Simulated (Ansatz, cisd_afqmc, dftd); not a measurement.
System: C2H3N, charge 0, singlet. C2H3N (SMILES [C-]#[N+]C).
B3LYP-D3(BJ)/def2-TZVP minimum from Ansatz (a quantum-chemistry and plane-wave program):
```xyz
6

C     -1.1048     0.0069    -0.0265
N      0.3127    -0.0019     0.0075
C      1.4768    -0.0092     0.0354
H     -1.4600    -0.6890    -0.7861
H     -1.4990    -0.2921     0.9445
H     -1.4620     1.0085    -0.2642
```

Property: atomisation energy (electronic, to ground-state atoms), in kcal/mol. Open shells are spin-unrestricted; no spin-orbit coupling. Cores are frozen in correlated methods. Rows without X2C or -DK are non-relativistic. The Monte Carlo rows (phaseless AFQMC, CISD trial, step 0.005/hartree) carry one-sigma bars that omit the constraint's bias. Outlying blocks are dropped, and bars are widened where a walk drifts. Over all cases where full CI ran beside it in this data, AFQMC minus full CI had a median of +0.1 mEh and passed +0.4 mEh in a tenth of the cases. CBS(X,Y): correlation extrapolated as X^-3, Hartree-Fock from the larger set (Q,5: extrapolated as (X+1)exp(-9√X)). A bracket is a step between two methods taken in the basis named. The functionals are non-relativistic, so their misses hold any scalar relativity. Double hybrids freeze cores in their MP2 part. 'core' is core correlation in cc-pwCVTZ, 'X2C' scalar relativity in cc-pVTZ-DK, both at CCSD(T). Where a partner has so few electrons that a lower coupled-cluster level is exact, that level stands in.

| level | program | atomisation energy (kcal/mol) | difference against the last row |
|---|---|---|---|
| HF/cc-pV5Z | Ansatz | 415.1 | -176.4 |
| r2SCAN-D4/def2-TZVPD | Ansatz + dftd4 | 588.4 | -3.1 |
| CAM-B3LYP-D4/def2-TZVPD | Ansatz + dftd4 | 595.5 | 4.0 |
| wB97X-V/def2-TZVPD | Ansatz | 592.8 | 1.3 |
| B2GP-PLYP-D4/def2-TZVPD | Ansatz + dftd4 | 585.2 | -6.3 |
| MP2/cc-pVDZ | Ansatz | 552.1 | -39.4 |
| CCSD(T)/CBS(cc-pVQZ,cc-pV5Z) + core + X2C | Ansatz | 591.3 | -0.2 |
| CCSDT(Q)/cc-pVTZ | Ansatz | 573.2 | -18.3 |
| AFQMC/CISD/cc-pVDZ | cisd_afqmc | 541.7 ± 0.3 | -49.8 |
| CCSD(T)/CBS(cc-pVQZ,cc-pV5Z) + [CCSDT(Q) - CCSD(T)]/cc-pVDZ + core + X2C | Ansatz | 591.9 | 0.4 |
| CCSD(T)/CBS(cc-pVQZ,cc-pV5Z) + [AFQMC/CISD - CCSD(T)]/cc-pVTZ + core + X2C | Ansatz + cisd_afqmc | 591.6 ± 0.3 | 0.1 |
| CCSD(T)/CBS(cc-pVQZ,cc-pV5Z) + [CCSDT(Q) - CCSD(T)]/cc-pVTZ + core + X2C | Ansatz | 591.5 | 0.0 |
